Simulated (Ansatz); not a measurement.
Reactions of C$_{2}$H$_{5}$NO$_{2}$, SMILES `N=C(O)CO`.

Program: Ansatz. Geometries: PBE0-D4/def2-TZVP. ΔE: electronic, gas phase. CBS: MP2 limit from def2 TZ/QZ plus the TZ coupled-cluster correction, frozen cores. This one scheme is used for every species. DFT in def2-TZVPP. def2 core potentials past Kr. For Br, Sn outer-core shells are correlated without core-valence functions, which leaves a few kJ/mol of doubt a bond. Scalar relativity is left out up to krypton. Each species was taken in one conformer, which may not be the lowest.

```tsv
reaction	CCSD(T)/CBS(def2) (kJ/mol)
`N=C(O)CO` + `[OH][SnH3]` → `OC[O][SnH3]` + `N=CO`	35
`N=C(O)CO` + HBr → `N=C(O)Br` + CH₃OH	63
`N=C(O)CO` → `C=NC(O)O`	41
`N=C(O)CO` + H₂ → CH₃OH + `N=CO`	-34
`N=C(O)CO` + HCl → `N=C(Cl)CO` + H₂O	9
`N=C(O)CO` + CH₃OH → `COCC(=N)O` + H₂O	-26
`N=C(O)CO` + `[NH2][AlH2]` → `N=C(O)[NH][AlH2]` + CH₃OH	?
`N=C(O)CO` + H–F → `N=C(F)CO` + H₂O	?
```

Task: Fill in the missing values. (Estimate.)

Result: Ansatz gave: `N=C(O)CO` + `[NH2][AlH2]` → `N=C(O)[NH][AlH2]` + CH₃OH: -3.3 kJ/mol; `N=C(O)CO` + H–F → `N=C(F)CO` + H₂O: +23.1 kJ/mol.

Largest T1 diagnostic: 0.014, for `N=CO`.
